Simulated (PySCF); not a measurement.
CH2F3OSi (charge -1).
Geometry (GFN2-xTB, Å), atoms numbered from 1 in this order:
```xyz
8
CH2F3OSi angstrom
O      1.853   -0.215    0.538
Si     0.685    0.990    0.507
C     -0.925   -0.118    0.089
F     -2.008    0.643   -0.269
F     -1.387   -0.858    1.149
F     -0.835   -1.056   -0.930
H      1.854   -0.851   -0.182
H      0.772    1.474   -0.927
```

Structure optimised with GFN2-xTB, isolated species.

Take the most abundant isotopes and a rigid rotor. The values belong to one conformer with, in the numbering `[OH:1][SiH-:2][C:3]([F:4])([F:5])[F:6]`, H–O1–Si2–C3 47°.

Task: What are A, B and C (cm⁻¹)?

Result: Ia = 114.96, Ib = 252.49, Ic = 274.00 u·Å²; 505379 MHz·u·Å²/I gives 4396, 2002 and 1844 MHz, that is A = 0.14664, B = 0.06676, C = 0.06152 cm⁻¹.

Task: Classify the top.

Result: An asymmetric top. Ray's parameter κ = (2B − A − C)/(A − C) = -0.877; −1 is the prolate and +1 the oblate limit.

Task: Is it planar, by Δ = Ic − Ia − Ib?

Result: Not planar: Δ = Ic − Ia − Ib = -93.45 u·Å². For a rigid frame Δ = −2 Σ m c², so Σ m c² = 46.73 u·Å² lies off the ab plane: 2.44 from hydrogen and 44.28 from heavier atoms. The atom farthest from that plane is 1.44 Å away.

Task: Give the other two planar moments, Paa and Pbb, and the rms extents of the mass along the axes.

Result: Paa = Σ m a² = (Ib + Ic − Ia)/2 = 205.77 and Pbb = Σ m b² = (Ia + Ic − Ib)/2 = 68.23 u·Å². With the mass M = 114.98 u, the rms extents √(P/M) along a, b and c are 1.34, 0.77, 0.64 Å.

Task: Estimate the classical rotational partition function at 10 K, 25 K and 298.15 K.

Result: Point group C1, symmetry number σ = 1; q = (√π/σ)·√((kT/h)³/(ABC)), k/h = 20836.6 MHz/K: 1320 at 10 K, 5230 at 25 K, 215000 at 298.15 K.

No GFN2-xTB frequencies stand behind this structure, so it isn't proved a minimum. No vibrational averaging or centrifugal distortion is included, and the geometry carries the error of its method.

All values are computed, not measured.
